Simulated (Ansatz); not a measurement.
Ansatz (a program for electronic structure) input:

Ansatz 0.2 input:
```yaml
crystal:
  periodic: [false, false, false]
  atoms:
    - {symbol: In, position_ang: [-0.00000000, -0.00000000, -2.01643958]}
    - {symbol: O, position_ang: [0.00000000, 0.00000000, 0.00000000]}
    - {symbol: In, position_ang: [0.00000000, 0.00000000, 2.01643958]}
basis:
  gaussian:
    orbitals: def2-SVPD
magnetization: {spin_polarized: false}
correlation: {method: ccsd_t, electrons: outside_noble_gas}
output: {forces: true}
```

Task: What final total energy does it print?

Result: -453.61889 Eh (CCSD(T)/def2-SVPD). The basis has 87 functions.
